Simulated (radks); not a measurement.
Cu, configuration [Ar] 3d10 4s1.

All-electron calculation, scalar-relativistic Kohn-Sham, LDA (Slater exchange, Perdew-Wang correlation), spin-polarised, spherical densities, point nucleus; open shells are filled with parallel spins first; hard spherical wall at 3 bohr. Program: a radial shooting solver on a logarithmic mesh with Libxc functionals.

Energy parts (eV):
| part | energy |
|---|---|
| total | -44938.171 |
| kinetic | 45694.248 |
| electron-nucleus | -108707.755 |
| Hartree | 19857.187 |
| exchange-correlation | -1781.851 |

Orbitals (lengths in bohr, moments of r in powers of bohr; <r^-3> diverges for s and p1/2; r(max) is where P^2 peaks; r(90%) holds 90 % of the orbital's charge):
| orbital | occ. | eigenvalue (eV) | <r> | r(90%) | r(max) | <r^-3> |
|---|---|---|---|---|---|---|
| 1s up | 1 | -8820.733 | 0.05221 | 0.0933 | 0.03417 | - |
| 1s down | 1 | -8820.616 | 0.05221 | 0.0933 | 0.03417 | - |
| 2s up | 1 | -1047.679 | 0.2357 | 0.365 | 0.1970 | - |
| 2s down | 1 | -1047.632 | 0.2357 | 0.365 | 0.1970 | - |
| 2p up | 3 | -903.7200 | 0.2066 | 0.338 | 0.1582 | 705.0 |
| 2p down | 3 | -903.6642 | 0.2066 | 0.338 | 0.1582 | 704.9 |
| 3s up | 1 | -102.6833 | 0.7179 | 1.08 | 0.6150 | - |
| 3s down | 1 | -102.5711 | 0.7172 | 1.08 | 0.6151 | - |
| 3p up | 3 | -60.7754 | 0.7587 | 1.18 | 0.6212 | 88.32 |
| 3p down | 3 | -60.6265 | 0.7571 | 1.18 | 0.6211 | 88.56 |
| 3d up | 5 | 5.5570 | 0.9631 | 1.70 | 0.6072 | 7.584 |
| 3d down | 5 | 5.9325 | 0.9510 | 1.67 | 0.6058 | 7.723 |
| 4s up | 1 | 12.4048 | 1.762 | 2.37 | 1.805 | - |
| 4s down | 0 | 13.7096 | 1.759 | 2.37 | 1.800 | - |
| 4p up | 0 | 23.7820 | 1.804 | 2.42 | 1.910 | 17.82 |
| 4p down | 0 | 25.1035 | 1.803 | 2.42 | 1.907 | 17.82 |
| 4d up | 0 | 45.9681 | 1.718 | 2.47 | 2.079 | 4.249 |
| 4d down | 0 | 47.1283 | 1.727 | 2.47 | 2.077 | 4.149 |
| 5s up | 0 | 87.1756 | 1.758 | 2.60 | 2.400 | - |
| 5s down | 0 | 88.0800 | 1.760 | 2.60 | 2.400 | - |

The highest occupied level is 4s up at 12.405 eV. Spin moment in Bohr magnetons: 1. Summed over all electrons, <r^2> = 20.76 bohr^2, which gives a Langevin (diamagnetic) susceptibility term of -16.4 x 10^-6 cm^3/mol. The density falls to 0.001 e/bohr^3 at r = 2.80 bohr. The pressure on the wall is 340 GPa.
